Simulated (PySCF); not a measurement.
C₄H₁₃GeN.
Numbering: `[CH3:1][CH2:2][CH2:3][N:4]([CH3:5])[GeH3:6]` (hydrogens: H7, H8, H9 on C1; H10, H11 on C2; H12, H13 on C3; H14, H15, H16 on C5; H17, H18, H19 on Ge6)

Method: PBE0-D3(BJ)/def2-SVP geometry optimisation, gas phase (PySCF 2.14.0); density fitting, grid level 1; the optimiser is geomeTRIC in internal coordinates, started from a GFN2-xTB structure with every atom displaced at random (about 0.01 Å).

Step 0: E = -62342.9279 eV
```
atom  x, y, z in Å  |  force x, y, z in eV/Å
C1      2.0174    0.2516    0.0284   -1.526   0.938  -0.028
C2      1.2775   -1.0704   -0.0063   -0.477   0.229   0.004
C3     -0.1040   -0.9938   -0.7070    1.336   0.174   0.550
N4     -1.0110   -0.0782   -0.1261   -0.959   0.026   0.957
C5     -1.4859   -0.4426    1.1971    0.209   0.993  -0.343
Ge6    -1.1866    1.6453   -0.6755    0.130  -0.272   0.129
H7      3.0284    0.1598    0.3787    0.866  -0.138   0.313
H8      2.0393    0.7180   -0.9794    0.081  -0.086   0.215
H9      1.4840    0.9781    0.7072    0.473  -0.464  -0.503
H10     1.1535   -1.4407    1.0241    0.006  -0.143  -0.004
H11     1.8812   -1.7956   -0.5399    0.324  -0.583  -0.248
H12     0.0748   -0.6850   -1.7317    0.056  -0.035  -0.710
H13    -0.5519   -1.9884   -0.7125   -0.172  -0.545  -0.129
H14    -1.8030   -1.4836    1.2364   -0.179  -0.504  -0.072
H15    -0.7177   -0.2965    1.9745    0.086  -0.068   0.244
H16    -2.3447    0.1942    1.4776    0.026  -0.143  -0.016
H17    -0.8372    1.6454   -2.1289    0.188   0.024  -0.824
H18    -0.3304    2.6746    0.0354    0.407   0.344   0.347
H19    -2.6144    2.0149   -0.4316   -0.875   0.253   0.118
```

Task: Estimate the geometry and energy of step 1. (The exact step hangs on the optimiser's Hessian estimate; all steps are aligned on step 0, rigid shifts and turns removed.)

Result: E = -62343.0719 eV, largest force 0.288 eV/Å
```
atom  x, y, z in Å  |  force x, y, z in eV/Å
C1      2.0619    0.2346   -0.0069    0.225   0.008   0.078
C2      1.2858   -1.0710    0.0039    0.086   0.002  -0.042
C3     -0.0693   -0.9679   -0.6965   -0.157  -0.039   0.012
N4     -1.0318   -0.0689   -0.0926    0.123   0.143  -0.218
C5     -1.4964   -0.4313    1.2160   -0.037  -0.207   0.067
Ge6    -1.2581    1.6635   -0.6646   -0.002   0.076   0.046
H7      3.0567    0.1280    0.4632   -0.175   0.016   0.000
H8      2.2361    0.5713   -1.0387    0.003   0.051  -0.126
H9      1.5285    1.0483    0.5091   -0.006  -0.073   0.067
H10     1.1429   -1.4244    1.0399    0.005   0.004  -0.013
H11     1.8831   -1.8536   -0.5029   -0.115   0.047   0.056
H12     0.0988   -0.6529   -1.7428   -0.045  -0.023   0.042
H13    -0.5246   -1.9811   -0.7465    0.057   0.076  -0.005
H14    -1.8097   -1.4967    1.2311    0.022   0.117   0.017
H15    -0.7481   -0.3042    2.0264    0.000   0.013  -0.008
H16    -2.3780    0.1675    1.4935   -0.029   0.015   0.010
H17    -0.8580    1.7149   -2.1617   -0.062  -0.031   0.205
H18    -0.3960    2.6969    0.1357   -0.125  -0.130  -0.133
H19    -2.7547    2.0343   -0.4448    0.230  -0.065  -0.055
```

The energy changes by -0.1441 eV. The first-order estimate −F·Δx gives -0.3857 eV and the mean of the old and new forces, exact on a quadratic surface, -0.1526 eV. The step makes an angle of 76° with the force vector and moves no atom by more than 0.252 Å.

The cost below is that of the whole optimisation. The run took 2.0 min wall on one thread of an Arm Neoverse V2, on a shared host, and the process peaked at 0.72 GiB of memory.
